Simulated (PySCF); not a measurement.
These 2 structures share the formula C4H11As. The calculation used PBE0-D3(BJ)/def2-SVP geometry optimisation, gas phase in PySCF 2.14.0. One conformer each; no zero-point energy, no entropy. No frequencies were run at this level. Point groups hold within 0.08 Å.

Task: Order them by energy at this level, lowest first, and give relative energies in kJ/mol.
A. `[CH3:1][CH:2]([CH3:3])[CH2:4][AsH2:5]` with C1–C2–C4–As5 176°, C2–C4–As5–H -162° and -70°
B. `[CH3:1][AsH:2][CH:3]([CH3:4])[CH3:5]` with C1–As2–C3–C4 74°

Result: B (0.0), A (5.6).

Neighbours under 10 kJ/mol apart (C[AsH]C(C)C and CC(C)C[AsH2]) can change places with a better method, another conformer or zero-point energy.

| SMILES | E (Eh) | E rel (kJ/mol) | dipole (D) | point group | A, B, C (MHz) |
| --- | --- | --- | --- | --- | --- |
| C[AsH]C(C)C | -2394.07137 | 0.0 | 1.16 | C1 | 4762, 2166, 1716 |
| CC(C)C[AsH2] | -2394.06922 | 5.6 | 1.10 | C1 | 7138, 1370, 1220 |

Task: How do the relative energies change in single points at CAM-B3LYP/def2-SVPD (no added dispersion term) on the same geometries?

Result: 
```tsv
SMILES	PBE0-D3(BJ)/def2-SVP (kJ/mol)	CAM-B3LYP/def2-SVPD (kJ/mol)	shift
C[AsH]C(C)C	0.0	0.0	0.0
CC(C)C[AsH2]	5.6	3.5	-2.1
```

Each column counts from its own lowest isomer. The order is unchanged; the largest shift is 2.1 kJ/mol.

Task: As an exercise, what shares would exp(−E/RT) give at 500 K from these electronic energies alone (no entropy, no degeneracies)?

Result: RT = 4.157 kJ/mol: C[AsH]C(C)C 79.5 %, CC(C)C[AsH2] 20.5 %.
